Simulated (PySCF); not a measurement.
C7H13OP.
Z-matrix (Å and degrees, GFN2-xTB geometry), rows numbered from 1:
```
C 
O   1  1.4137
C   2  1.3279  1  115.44
C   3  1.3141  2  145.52  1   169.78
C   4  1.4736  3  146.68  2    -2.72
P   3  1.8344  2  144.90  1   -10.55
C   6  1.9069  3  101.85  4    93.82
C   7  1.5251  6  110.08  3    98.78
C   7  1.5252  6  109.00  3  -139.32
H   1  1.0885  2  106.86  3   162.71
H   1  1.0945  2  110.47  3   -77.97
H   1  1.0945  2  110.97  3    42.76
H   5  1.0898  4  110.17  3  -119.37
H   5  1.0889  4  109.82  3     0.94
H   5  1.0899  4  110.56  3   121.39
H   7  1.0977  6  107.70  3   -20.63
H   8  1.0894  7  110.91  6   -62.72
H   8  1.0889  7  110.27  6    57.32
H   8  1.0891  7  110.55  6   177.29
H   9  1.0886  7  110.52  6    58.89
H   9  1.0892  7  110.70  6   179.21
H   9  1.0887  7  110.26  6   -60.74
```

NICS = −σ at a ghost point: NICS(0) at the centroid of the ring atoms, NICS(1) 1 Å to either side along the normal of their mean plane, zz for the tensor component along that normal. Level: GIAO PBE0/pcSseg-1 (PySCF, non-relativistic, gas phase) on the GFN2-xTB geometry, one conformer.

Ring bond lengths (Å), with Mayer bond orders in brackets: C3–C4 1.314 (1.66), C4–P6 1.847 (0.86), P6–C3 1.834 (0.93).

Question: What do the NICS probes read (ppm)?

Answer: 
```json
{"ring": "C3–C4–P6", "type": "3-membered ring with P; formal bonds 1 double, 2 single", "NICS(0)": "-28.1", "NICS(1), two faces": "-4.6 / -9.3", "NICS(1)zz, two faces": "-9.5 / -17.2", "rms pucker (Å)": "0.00", "centre to ring atoms, mean (Å)": "0.96"}
```

Question: What can be read from them?

Answer: 
- C3–C4–P6: mean NICS(1)zz -13.3 ppm, shielded. A hydrogen on C7, outside the ring, lies 1.54 Å from a NICS(1) probe. The two faces differ by 7.7 ppm, so no symmetry operation interchanges them. NICS(0) lies 21 ppm below the mean NICS(1).

Question: And the bond-length index? HOMA = 1 − mean of α(R − Ropt)² over the ring bonds, with Krygowski's 1993 parameters (CC: Ropt 1.388 Å, α 257.7 Å⁻²; CP: Ropt 1.698 Å, α 118.91 Å⁻²).

Answer: 
- C3–C4–P6: HOMA -1.08; the largest term is that of C4–P6, α(R − Ropt)² = 2.62.

Question: What is the mean of the two in-plane components of NICS at the second NICS(1) probe listed for ring C3–C4–P6, 1 Å off the ring?

Answer: The isotropic value is a third of the trace: (3 × -9.3 − (-17.2))/2 = -5.4 ppm.

Question: Give the inner angles of the rings and the Hirshfeld charges of the ring atoms.

Answer: 
- C3–C4–P6: C3 69.6° (+0.017 e), C4 68.6° (-0.062 e), P6 41.8° (+0.088 e); sum 180.0° against 180° for a flat convex ring.

Question: How shielded are the nuclei of the rings and their hydrogens (means over atoms taken as equivalent)?

Answer: 
| atoms | environment | σ isotropic (ppm) | principal values of the symmetric part, first atom (ppm) |
| --- | --- | --- | --- |
| C3 | vinylic carbon bearing oxygen | 32.4 | -80.8, 73.1, 105.0 |
| C4 | fully substituted alkene carbon | 94.8 | 2.3, 113.2, 168.8 |
| P6 | phosphine phosphorus | 455.6 | 216.8, 258.9, 891.3 |
